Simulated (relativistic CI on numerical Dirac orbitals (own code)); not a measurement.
## Calculated levels, Pb²⁹⁺

Computed by Dirac-Coulomb-Breit CI, KLI orbitals optimised for each configuration, model QED (radiative potential, 1s self-energy scaled to tabulated hydrogen-like ionisation energies), unscaled Slater integrals (own radial code, finite nucleus).

Configuration list (outside the closed core [Ar] 3d10 4p6 4d10): 4s²4f⁷, 4s²4f⁶5s, 4s²4f⁵5s², 4s4f⁸, 4f⁹. Levels of other configurations are missing.

The lowest level is 4s²4f⁷ ⁸S°7/2, with 69 % of that term; Hund's rules for 4s²4f⁷ give ⁸S° with J = 7/2, in agreement.

| No. | Configuration | Term | J | E (eV) | % | Next component (%) | jj configuration (%) |
| --- | --- | --- | --- | --- | --- | --- | --- |
| 1 | 4s²4f⁷ | ⁸S° | 7/2 | 0.0000 | 69 | 23 ⁶P° | 4f5/2^4 4f7/2^3 (33) |
| 2 | 4s²4f⁷ | ⁴D° | 7/2 | 7.7001 | 15 | 13 ⁸S° | 4f7/2 (71) |
| 3 | 4s²4f⁷ | ⁶P° | 5/2 | 10.2667 | 38 | 29 ⁶D° | 4f5/2^5 4f7/2^2 (60) |
| 4 | 4s²4f⁷ | ⁶I° | 7/2 | 10.7723 | 34 | 24 ⁴H° | 4f5/2^5 4f7/2^2 (62) |
| 5 | 4s²4f⁷ | ⁶I° | 9/2 | 11.1889 | 37 | 23 ⁴H° | 4f5/2^5 4f7/2^2 (77) |
| 6 | 4s²4f⁷ | ⁶P° | 3/2 | 11.7027 | 54 | 24 ⁶D° | 4f5/2^4 4f7/2^3 (44) |
| 7 | 4s²4f⁷ | ⁶I° | 17/2 | 11.8378 | 55 | 29 ⁴K° | 4f5/2^5 4f7/2^2 (56) |
| 8 | 4s²4f⁷ | ⁶I° | 11/2 | 12.5572 | 58 | 18 ⁴H° | 4f5/2^5 4f7/2^2 (43) |
| 9 | 4s²4f⁷ | ⁶I° | 13/2 | 13.0347 | 62 | 12 ⁴H° | 4f5/2^5 4f7/2^2 (39) |
| 10 | 4s²4f⁷ | ⁶I° | 15/2 | 13.2476 | 71 | 17 ⁴K° | 4f5/2^4 4f7/2^3 (51) |
| 11 | 4s²4f⁷ | ⁶D° | 9/2 | 13.5377 | 36 | 23 ⁶I° | 4f5/2^4 4f7/2^3 (65) |
| 12 | 4s²4f⁷ | ⁶D° | 7/2 | 14.5743 | 24 | 23 ⁴D° | 4f5/2^5 4f7/2^2 (49) |
| 13 | 4s²4f⁷ | ⁴G° | 5/2 | 15.6431 | 21 | 18 ⁴F° | 4f5/2^5 4f7/2^2 (49) |
| 14 | 4s²4f⁷ | ⁶I° | 7/2 | 15.9473 | 26 | 13 ⁶D° | 4f5/2^4 4f7/2^3 (46) |
| 15 | 4s²4f⁷ | ⁶P° | 5/2 | 16.3858 | 33 | 23 ⁶D° | 4f5/2^4 4f7/2^3 (41) |
| 16 | 4s²4f⁷ | ⁶G° | 11/2 | 16.4374 | 30 | 24 ⁶F° | 4f5/2^4 4f7/2^3 (45) |
| 17 | 4s²4f⁷ | ⁶D° | 1/2 | 16.4710 | 88 | 6 ⁴P° | 4f5/2^4 4f7/2^3 (53) |
| 18 | 4s²4f⁷ | ⁴N° | 17/2 | 16.6835 | 30 | 27 ²M° | 4f5/2^4 4f7/2^3 (53) |
| 19 | 4s²4f⁷ | ⁶D° | 3/2 | 16.7725 | 50 | 23 ⁶P° | 4f5/2^4 4f7/2^3 (52) |
| 20 | 4s²4f⁷ | ⁴G° | 9/2 | 16.7855 | 17 | 17 ⁶G° | 4f5/2^5 4f7/2^2 (53) |
| 21 | 4s²4f⁷ | ⁶G° | 3/2 | 17.3789 | 32 | 27 ⁴F° | 4f5/2^4 4f7/2^3 (60) |
| 22 | 4s²4f⁷ | ⁴H° | 13/2 | 17.8294 | 19 | 18 ⁶I° | 4f5/2^5 4f7/2^2 (53) |
| 23 | 4s²4f⁷ | ⁴G° | 11/2 | 17.9402 | 23 | 18 ²H° | 4f5/2^5 4f7/2^2 (53) |
| 24 | 4s²4f⁷ | ⁶G° | 13/2 | 18.3743 | 43 | 19 ⁶H° | 4f5/2^4 4f7/2^3 (43) |
| 25 | 4s²4f⁷ | ⁴G° | 9/2 | 18.8360 | 22 | 18 ⁶I° | 4f5/2^4 4f7/2^3 (42) |
| 26 | 4s²4f⁷ | ⁴F° | 7/2 | 19.0046 | 20 | 19 ⁴G° | 4f5/2^4 4f7/2^3 (48) |
| 27 | 4s²4f⁷ | ⁴D° | 1/2 | 19.1721 | 50 | 42 ⁶F° | 4f5/2^4 4f7/2^3 (47) |
| 28 | 4s²4f⁷ | ⁴N° | 19/2 | 19.2002 | 46 | 24 ⁴L° | 4f5/2^4 4f7/2^3 (93) |
| 29 | 4s²4f⁷ | ⁴N° | 23/2 | 19.3255 | 57 | 29 ²O° | 4f5/2^4 4f7/2^3 (89) |
| 30 | 4s²4f⁷ | ⁶G° | 7/2 | 19.4033 | 26 | 16 ⁶D° | 4f5/2^4 4f7/2^3 (52) |
| 31 | 4s²4f⁷ | ⁴L° | 13/2 | 19.8283 | 33 | 27 ⁴H° | 4f5/2^4 4f7/2^3 (84) |
| 32 | 4s²4f⁷ | ⁴I° | 15/2 | 19.8593 | 26 | 16 ⁶H° | 4f5/2^5 4f7/2^2 (56) |
| 33 | 4s²4f⁷ | ⁴N° | 21/2 | 20.4281 | 66 | 13 ⁴M° | 4f5/2^4 4f7/2^3 (72) |
| 34 | 4s²4f⁷ | ⁴L° | 15/2 | 20.4939 | 51 | 13 ⁴K° | 4f5/2^4 4f7/2^3 (80) |
| 35 | 4s²4f⁷ | ⁶G° | 5/2 | 20.5169 | 27 | 26 ⁴G° | 4f5/2^4 4f7/2^3 (65) |
| 36 | 4s²4f⁷ | ⁴G° | 9/2 | 20.5219 | 21 | 19 ²H° | 4f5/2^4 4f7/2^3 (50) |
| 37 | 4s²4f⁷ | ⁴K° | 11/2 | 20.5413 | 34 | 19 ²I° | 4f5/2^4 4f7/2^3 (82) |
| 38 | 4s²4f⁷ | ⁴H° | 7/2 | 21.0613 | 34 | 18 ²G° | 4f5/2^4 4f7/2^3 (58) |
| 39 | 4s²4f⁷ | ⁶F° | 5/2 | 21.1585 | 27 | 21 ⁴F° | 4f5/2^4 4f7/2^3 (50) |
| 40 | 4s²4f⁷ | ⁴H° | 11/2 | 21.3372 | 31 | 22 ⁴G° | 4f5/2^4 4f7/2^3 (81) |
| 41 | 4s²4f⁷ | ⁶G° | 3/2 | 21.5260 | 30 | 27 ⁶F° | 4f5/2^4 4f7/2^3 (47) |
| 42 | 4s²4f⁷ | ⁴N° | 17/2 | 21.5711 | 34 | 29 ⁴L° | 4f5/2^3 4f7/2^4 (60) |
| 43 | 4s²4f⁷ | ⁴H° | 9/2 | 21.6756 | 26 | 19 ⁶G° | 4f5/2^4 4f7/2^3 (66) |
| 44 | 4s²4f⁷ | ⁴F° | 5/2 | 21.9462 | 22 | 20 ⁶H° | 4f5/2^3 4f7/2^4 (44) |
| 45 | 4s²4f⁷ | ⁴H° | 9/2 | 22.0631 | 23 | 22 ⁶F° | 4f5/2^3 4f7/2^4 (50) |
| 46 | 4s²4f⁷ | ⁶F° | 3/2 | 22.1947 | 17 | 17 ²P° | 4f5/2^5 4f7/2^2 (39) |
| 47 | 4s²4f⁷ | ²F° | 7/2 | 22.5117 | 16 | 14 ⁴F° | 4f5/2^4 4f7/2^3 (44) |
| 48 | 4s²4f⁷ | ⁶H° | 15/2 | 22.6465 | 30 | 19 ²L° | 4f5/2^4 4f7/2^3 (82) |
| 49 | 4s²4f⁷ | ⁴I° | 11/2 | 22.7265 | 26 | 19 ⁴H° | 4f5/2^4 4f7/2^3 (61) |
| 50 | 4s²4f⁷ | ⁴G° | 11/2 | 22.8034 | 24 | 23 ⁶G° | 4f5/2^3 4f7/2^4 (57) |
| 51 | 4s²4f⁷ | ⁴L° | 19/2 | 22.8148 | 54 | 31 ⁴N° | 4f5/2^3 4f7/2^4 (64) |
| 52 | 4s²4f⁷ | ⁶G° | 7/2 | 22.9394 | 27 | 21 ⁴G° | 4f5/2^4 4f7/2^3 (54) |
| 53 | 4s²4f⁷ | ⁴D° | 3/2 | 23.1644 | 39 | 16 ⁶F° | 4f5/2^3 4f7/2^4 (63) |
| 54 | 4s²4f⁷ | ⁴H° | 13/2 | 23.1964 | 35 | 30 ⁴I° | 4f5/2^4 4f7/2^3 (65) |
| 55 | 4s²4f⁷ | ⁴I° | 15/2 | 23.3073 | 33 | 31 ⁴K° | 4f5/2^4 4f7/2^3 (82) |
| 56 | 4s²4f⁷ | ²H° | 9/2 | 23.4764 | 21 | 18 ⁴I° | 4f5/2^4 4f7/2^3 (68) |
| 57 | 4s²4f⁷ | ⁴L° | 17/2 | 23.5039 | 31 | 30 ²L° | 4f5/2^4 4f7/2^3 (57) |
| 58 | 4s²4f⁷ | ⁴I° | 13/2 | 23.5593 | 49 | 14 ⁴H° | 4f5/2^4 4f7/2^3 (66) |
| 59 | 4s²4f⁷ | ⁴D° | 1/2 | 23.6237 | 70 | 21 ⁶F° | 4f5/2^3 4f7/2^4 (41) |
| 60 | 4s²4f⁷ | ⁴G° | 5/2 | 23.8549 | 22 | 22 ²F° | 4f5/2^4 4f7/2^3 (34) |
| 61 | 4s²4f⁷ | ⁴H° | 11/2 | 23.8812 | 27 | 16 ⁴I° | 4f5/2^4 4f7/2^3 (57) |
| 62 | 4s²4f⁷ | ⁴G° | 7/2 | 23.9639 | 37 | 16 ²F° | 4f5/2^4 4f7/2^3 (52) |
| 63 | 4s²4f⁷ | ⁴G° | 9/2 | 24.0051 | 31 | 18 ⁴H° | 4f5/2^4 4f7/2^3 (77) |
| 64 | 4s²4f⁷ | ⁴K° | 13/2 | 24.2915 | 28 | 24 ⁴L° | 4f5/2^4 4f7/2^3 (54) |
| 65 | 4s²4f⁷ | ²Q° | 23/2 | 24.3744 | 62 | 32 ⁴N° | 4f5/2^3 4f7/2^4 (91) |
| 66 | 4s²4f⁷ | ⁴M° | 19/2 | 24.5481 | 30 | 24 ⁴L° | 4f5/2^4 4f7/2^3 (68) |
| 67 | 4s²4f⁷ | ⁴G° | 5/2 | 24.5726 | 51 | 12 ⁶F° | 4f5/2^4 4f7/2^3 (44) |
| 68 | 4s²4f⁷ | ⁴K° | 11/2 | 24.6372 | 27 | 13 ²H° | 4f5/2^3 4f7/2^4 (52) |
| 69 | 4s²4f⁷ | ⁶H° | 13/2 | 24.7091 | 27 | 22 ²I° | 4f5/2^3 4f7/2^4 (51) |
| 70 | 4s²4f⁷ | ⁴L° | 17/2 | 25.0294 | 47 | 18 ⁴K° | 4f5/2^4 4f7/2^3 (78) |

Energies count from the lowest computed level; ° marks odd parity. Filled j subshells are mostly left out of the jj labels.

The mean weight of the leading LS term, summed over parents, in these 70 levels is 36 %, and that of the leading jj configuration (from the same eigenvectors) 58 %, so jj coupling describes them better and the LS labels are nominal.

At this charge energies of transitions that change n are usually good to better than 1 %, and those within a shell (Δn = 0) to a few per cent. Terms inside the open d or f shell come out 10 to 20 % too wide with unscaled integrals.

LS names give the leading component of a level, which can be under half, so a name can repeat, a term be missing and a line seem to break the LS rules.
